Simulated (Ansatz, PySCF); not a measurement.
Gas-phase reaction in SMILES: N[SiH](N)N -> [NH][SiH](N)N + H atom (the H-N bond at the site shown breaks; other sites are not compared here)
Each molecule is optimised on its own at B3LYP-D3(BJ)/def2-TZVP (Ansatz, a program for electronic structure), one conformer each, not searched for the lowest.

Wanted: bond dissociation energy (enthalpy at 298 K, with B3LYP-D3(BJ) rigid-rotor harmonic-oscillator terms from PySCF), in eV. Cores are frozen in the correlated levels unless marked. Open shells are spin-unrestricted. No spin-orbit coupling. No relativistic terms. CBS marks a two-point X^-3 extrapolation of the correlation energy; Hartree-Fock from the larger set.

CCSD(T)/CBS(aug-cc-pV(T+d)Z,aug-cc-pV(Q+d)Z) (Ansatz) gives 4.91 eV.

Q: Another calculation gave 4.56 eV. Which level was it?
A. SVWN5/def2-TZVPD (Ansatz)
B. wB97X-V/def2-TZVPD (Ansatz)
C. revPBE/def2-TZVPD (Ansatz)

A: C, revPBE/def2-TZVPD (Ansatz). The others give 4.79 (wB97X-V), 5.38 (SVWN5) eV.
